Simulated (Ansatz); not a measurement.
Basis sets compared for Ge₂Te. Charge 0, multiplicity 1. Geometry PBE0-D4/def2-TZVP. Ansatz on 4 threads of Intel Xeon Platinum 8488C on a shared host; times are rough, and most runs start from earlier orbitals.

Cartesian coordinates in Å:
```
Ge -1.369 0.536 0.079
Ge 0.602 -0.285 -1.313
Te 0.767 -0.251 1.234
```

In the def2 sets Te takes a core potential; there is no spin–orbit coupling. The structure comes from a short search, and lower isomers may exist.

Binding counts from free atoms (Ge triplet, Te triplet) in the same basis, without a counterpoise term.

```json
{"level": "PBE-D4/def2-SVP", "functions": "90", "energy (Eh)": "-4420.9286", "HOMO (eV)": "-4.85", "LUMO (eV)": "-3.86", "binding per atom (eV)": "2.57", "wall time": "0.45 s"}
{"level": "PBE-D4/def2-TZVP (with forces)", "functions": "146", "energy (Eh)": "-4421.4611", "HOMO (eV)": "-4.84", "LUMO (eV)": "-3.86", "binding per atom (eV)": "2.58", "wall time": "0.85 s"}
{"level": "r2SCAN-D4/def2-TZVP", "functions": "146", "energy (Eh)": "-4422.1638", "HOMO (eV)": "-5.09", "LUMO (eV)": "-3.88", "binding per atom (eV)": "2.44", "wall time": "1.4 s"}
{"level": "PBE0-D4/def2-SVP", "functions": "90", "energy (Eh)": "-4421.0413", "HOMO (eV)": "-5.78", "LUMO (eV)": "-3.22", "binding per atom (eV)": "2.41", "wall time": "0.85 s"}
{"level": "PBE0-D4/def2-TZVP", "functions": "146", "energy (Eh)": "-4421.5727", "HOMO (eV)": "-5.75", "LUMO (eV)": "-3.19", "binding per atom (eV)": "2.43", "wall time": "1.2 s"}
```

Q: Estimate the rows for PBE-D4/def2-TZVPD, r2SCAN-D4/def2-TZVPD, PBE0-D4/def2-TZVPD.

A: 
```json
{"level": "PBE-D4/def2-TZVPD", "functions": "167", "energy (Eh)": "-4421.4624", "HOMO (eV)": "-4.88", "LUMO (eV)": "-3.90", "binding per atom (eV)": "2.59", "wall time": "1.1 s"}
{"level": "r2SCAN-D4/def2-TZVPD", "functions": "167", "energy (Eh)": "-4422.1649", "HOMO (eV)": "-5.11", "LUMO (eV)": "-3.90", "binding per atom (eV)": "2.44", "wall time": "1.9 s"}
{"level": "PBE0-D4/def2-TZVPD", "functions": "167", "energy (Eh)": "-4421.5738", "HOMO (eV)": "-5.78", "LUMO (eV)": "-3.22", "binding per atom (eV)": "2.43", "wall time": "1.8 s"}
```
